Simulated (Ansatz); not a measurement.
Reaction (cleavage of the Si–Ge bond): `F[Si](F)(Cl)[GeH3]` + NH₃ → `N[Si](F)(F)Cl` + GeH₄

Calculated with Ansatz (gas phase, PBE0-D4/def2-TZVP geometries, no zero-point term in ΔE). CBS: MP2 limit from def2 TZ/QZ plus the TZ coupled-cluster correction, frozen cores. This one scheme is used for every species. DFT in def2-TZVPP. B3LYP here is the variant with VWN-RPA as its local correlation; programs differ in this. HSE06 is defined as in plane-wave codes. For Ge outer-core shells are correlated without core-valence functions, which leaves a few kJ/mol of doubt a bond. Scalar relativity is left out up to krypton. One conformer a species, not always the lowest.

`F[Si](F)(Cl)[GeH3]`:

Cartesian coordinates in Å:
```
F -0.108 0.259 2.254
Si -0.506 0.654 0.773
F -2.087 0.569 0.695
Cl 0.021 2.597 0.490
Ge 0.508 -0.794 -0.802
H 0.057 -2.236 -0.538
H 0.085 -0.363 -2.211
H 2.031 -0.687 -0.661
```

NH₃:

Z-matrix (Å, degrees):
```
N
H 1 1.013
H 1 1.013 2 107.1
H 1 1.013 2 107.1 3 -114.5
```

`N[Si](F)(F)Cl`:

Cartesian coordinates in Å:
```
N -0.192 -0.986 -0.425
Si 0.021 0.483 0.357
F -1.395 1.109 0.651
F 0.781 0.228 1.715
Cl 1.082 1.902 -0.635
H 0.558 -1.653 -0.490
H -0.856 -1.083 -1.174
```

GeH₄:

Cartesian coordinates in Å:
```
Ge 0.000 0.000 0.000
H 0.140 -1.504 -0.267
H 0.658 0.344 1.342
H -1.487 0.374 0.048
H 0.689 0.786 -1.123
```

```
             level  ΔE (kJ/mol)  difference from CCSD(T)/CBS
            PBE-D4        -46.2                         16.2
          HSE06-D4        -55.4                          7.0
            B2PLYP        -66.1                         -3.7
             B3LYP        -63.0                         -0.6
           LC-ωPBE        -65.7                         -3.3
RPA@PBE/def2-TZVPP        -63.4                         -1.0
  CCSD(T)/def2-SVP        -69.1                         -6.7
CCSD(T)/def2-TZVPP        -65.5                         -3.1
SCS-MP2/def2-QZVPP        -69.3                         -6.9
      HF/CBS(def2)        -87.0                        -24.6
       CCSD(T)/CBS        -62.4                            0
```

Largest T1 diagnostic among the species: 0.012.

In def2-TZVPP, CCSD(T) changes the Hartree–Fock value by +20.5 kJ/mol (the triples alone add +2.9 kJ/mol) and MP2 by +17.8 kJ/mol. From BLYP to BHLYP (50 % exact exchange), in def2-TZVPP and without D4, ΔE moves by −19.3 kJ/mol.
